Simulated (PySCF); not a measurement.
Problem. Write Cartesian coordinates for `Fc1ccc2c(c1)[C@@H](F)OC2` as optimised with PBE0-D3(BJ)/def2-SVP.

Solution. 
```xyz
17
C8H6F2O angstrom
F      3.0860   -1.2654   -1.1150
C      1.9927   -0.6341   -0.6919
C      2.0734    0.7292   -0.4093
C      0.9416    1.4129    0.0328
C     -0.2511    0.7100    0.1733
C     -0.3038   -0.6502   -0.1121
C      0.8127   -1.3546   -0.5439
C     -1.6881   -1.1362    0.2099
F     -1.6520   -1.9038    1.3535
O     -2.4358    0.0030    0.4102
C     -1.6160    1.1422    0.6157
H      3.0302    1.2368   -0.5432
H      1.0028    2.4805    0.2572
H      0.7931   -2.4243   -0.7597
H     -2.1698   -1.7570   -0.5638
H     -1.6332    1.4487    1.6774
H     -2.0214    1.9732    0.0158
```

Orientation and origin are arbitrary. Atoms count from 1 in this order. The 2 C–O bonds span 1.377 Å (C8–O10, drawn single) to 1.418 Å (O10–C11, drawn single), a spread of 0.041 Å. The 6-membered ring C2–C3–C4–C5–C6–C7 has internal angles of 116.9° to 122.3°; it is planar, 0.00 Å rms from its mean plane, widest ring torsion 1°. The C–F distances run from 1.331 Å (F1–C2, drawn single) to 1.378 Å (C8–F9, drawn single), a spread of 0.047 Å. The C–C distances run from 1.389 Å (C6–C7, aromatic) to 1.502 Å (C6–C8, drawn single), a spread of 0.113 Å.

Bonds between heavy atoms (Å): F1–C2 1.331, C2–C3 1.395, C3–C4 1.394, C4–C5 1.392, C5–C6 1.391, C6–C7 1.389, C6–C8 1.502, C8–F9 1.378, C8–O10 1.377, O10–C11 1.418, C2–C7 1.390, C5–C11 1.498.

Computed, not measured: PBE0-D3(BJ)/def2-SVP geometry optimisation, gas phase (PySCF).

Point group: C1 (no symmetry element, even within 0.4 Å). PBE0-D3(BJ)/def2-SVP frequencies: not computed here. One conformer, not necessarily the lowest (C5–C6–C8–F9 -108°, C6–C8–O10–C11 -16°, C8–O10–C11–C5 15°, C4–C5–C11–O10 174°).

Hardware: one thread of an AMD EPYC 9R45, on a shared host. Cost: 67 s, 0.85 GiB resident at most. That covers the optimisation of the geometry.
